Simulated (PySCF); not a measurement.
In(F)(Cl)(vinyl) (C₂H₃ClFIn), SMILES C=[CH][In]([Cl])[F]. Atoms are numbered in the order given.

```xyz
8

In     0.3272     0.0642     0.0000
F      1.9446     1.1764     0.0000
Cl    -1.6340     1.3754     0.0000
C      0.2519    -2.0651     0.0000
C     -0.9296    -2.6924     0.0000
H      1.1904    -2.6291     0.0000
H     -0.9944    -3.7880     0.0000
H     -1.8838    -2.1542     0.0000
```

Geometry: B3LYP-D3(BJ)/def2-SVP. The structure was generated by enumeration; whether it is a known compound was not checked. The def2 effective core potentials stand for the cores of In; spin–orbit coupling is left out. One conformer was computed; it need not be the lowest.

All values below come from PySCF with ωB97X/def2-TZVP.

Isolated molecule, no solvent.

Computed frontier levels, gap, dipole moment and polarisability:
```yaml
highest_occupied_level: -11.07 eV
lowest_empty_level: -0.05 eV
orbital_gap: 11.02 eV
dipole_moment: 0.893 e·Å
quadrupole, principal values (traceless, Buckingham form, about the centre of nuclear charge): -8.01, 2.72, 5.29 D·Å
mean_static_polarisability: 67.4 bohr³ (9.98 Å³)
polarisability_principal_values: 43.7, 73.2, 85.2 bohr³
```
